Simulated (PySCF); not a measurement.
Osmium: a sound run and one with changed settings

Sound run: Os [Xe] 4f14 5d6 6s2, Os⁺ [Xe] 4f14 5d6 6s1. Calculation: PySCF 2.14, in cc-pVTZ-PP with ECP60MDF; a scalar-relativistic core potential. In the sound run the correlated levels freeze 5s2 5p6 outside the core potential. The sound run starts from symmetry-adapted Hartree-Fock orbitals and uses a fine grid where one is needed.

Changed run: initial guess minao, at most 50 SCF cycles, level shift 2.0 hartree.

```
species  method  sound run (hartree)  changed run (hartree)  converged
     Os     UHF            -90.07074              -90.04541         no
     Os    PBE0            -90.77634              -90.74074         no
     Os    BP86            -90.90283              -90.87068         no
    Os⁺     UHF            -89.83090              -89.83090        yes
    Os⁺    PBE0            -90.48038              -90.48038        yes
    Os⁺    BP86            -90.59014              -90.59014        yes
    Os⁺     MP2            -89.96033              -89.89246        yes
```

A level shift leaves the converged SCF energy unchanged but raises the virtual orbital energies, which shrinks MP2 if it is not removed.
